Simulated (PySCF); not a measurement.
H2FInO2 (SMILES [OH][In]([OH])[F]), singlet, at a GFN2-xTB geometry (such geometries of metal compounds can be far from the true shape) (core potentials on In). Base run: M062X/def2-SVP (PySCF).

Here is a job for PySCF.
```python
from pyscf import gto, scf, dft, solvent

mol = gto.M(
    atom='''
In   -0.06839422   -0.01052581    0.01159696
F     1.84276015    0.28359912   -0.31245935
O    -0.41684064   -1.28960363    1.41121634
H     0.41904423   -1.60903200    1.75963265
O    -1.20719403    1.03966616   -1.13584419
H    -0.66029137    1.57190428   -1.71872666
''',
    basis='def2-svp',
    ecp={'In': 'def2-svp'},
    verbose=4,
)

mf = dft.RKS(mol)
mf.xc = 'm062x'
mf.kernel()
```

Each row names what was changed in the base input (with any setting that the change needs).

```csv
change,ΔE vs base (kcal/mol),dipole (D),HOMO-LUMO gap (eV)
base,0.000,0.06,9.52
model = IEF-PCM; solvent = 2-propanol,-14.06,0.20,9.70
model = IEF-PCM; solvent = 2-propanol; vdw_scale = 1.1,[?],[?],[?]
model = IEF-PCM; solvent = 2-propanol; lebedev_order = 41,-14.08,0.20,9.70
model = IEF-PCM; solvent = tetrahydrofuran,-12.26,0.17,9.68
model = IEF-PCM; solvent = 2-propanol; vdw_scale = 1.4,[?],[?],[?]
model = IEF-PCM; solvent = 2-propanol; lebedev_order = 11,-13.82,0.19,9.69
model = COSMO; solvent = 2-propanol,-14.03,0.21,9.70
model = IEF-PCM; solvent = 2-propanol; r_probe = 0.5,-4.89,0.10,9.59
model = IEF-PCM; solvent = 2-propanol; vdw_scale = 1.0,-31.31,0.36,9.95
model = C-PCM; solvent = 2-propanol,[?],0.21,[?]
model = SS(V)PE; solvent = 2-propanol,-14.00,0.20,9.70
```

**Question.** Some entries are withheld; supply them.

**Answer.** 
- model = IEF-PCM; solvent = 2-propanol; vdw_scale = 1.1, ΔE vs base (kcal/mol): -20.66
- model = IEF-PCM; solvent = 2-propanol; vdw_scale = 1.1, dipole (D): 0.27
- model = IEF-PCM; solvent = 2-propanol; vdw_scale = 1.1, HOMO-LUMO gap (eV): 9.80
- model = IEF-PCM; solvent = 2-propanol; vdw_scale = 1.4, ΔE vs base (kcal/mol): -7.10
- model = IEF-PCM; solvent = 2-propanol; vdw_scale = 1.4, dipole (D): 0.13
- model = IEF-PCM; solvent = 2-propanol; vdw_scale = 1.4, HOMO-LUMO gap (eV): 9.60
- model = C-PCM; solvent = 2-propanol, ΔE vs base (kcal/mol): -14.42
- model = C-PCM; solvent = 2-propanol, HOMO-LUMO gap (eV): 9.71

The base is the gas phase, so ΔE is the electrostatic part of solvation at a fixed geometry, without cavity and dispersion terms.
